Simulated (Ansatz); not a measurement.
Isolated molecules relaxed with PBE0-D4/def2-TZVP in Ansatz; ΔE leaves out vibrations. CCSD(T)/CBS is the MP2 limit (def2-TZVPP, def2-QZVPP) plus CCSD(T) − MP2 in def2-TZVPP, frozen cores. Functionals use def2-TZVPP. For Ge, Zn outer-core shells are correlated without core-valence functions, which leaves a few kJ/mol of doubt a bond. Scalar relativity is left out up to krypton. One conformer a species, not always the lowest.

Consider the ligand exchange at a B–C bond: `B[CH](O)[GeH3]` + `C[NH][ZnH]` → `B[N](C)[ZnH]` + `O[CH2][GeH3]`.

```
          level  ΔE (kJ/mol)
        ωB97M-V       -136.4
           PBE0       -130.3
  HF/def2-TZVPP       -164.9
 MP2/def2-TZVPP       -142.3
CCSD/def2-TZVPP       -147.6
  HF/def2-QZVPP       -165.2
  MP2/CBS(def2)       -138.2
 CCSD/CBS(def2)       -143.5
```

**Question.** What does CCSD(T)/CBS give? (Estimate.)

**Answer.** Ansatz gave: -140.1 kJ/mol. The listed levels differ from it by 3.7, 9.8, -24.8, -2.2, -7.5, -25.1, 1.9, -3.4 kJ/mol.

Largest T1 diagnostic among the species: 0.016.

In def2-TZVPP, CCSD(T) changes the Hartree–Fock value by +20.8 kJ/mol (the triples alone add +3.4 kJ/mol) and MP2 by +22.6 kJ/mol. From PBE to PBE0 (25 % exact exchange), in def2-TZVPP and without D4, ΔE moves by −8.9 kJ/mol.
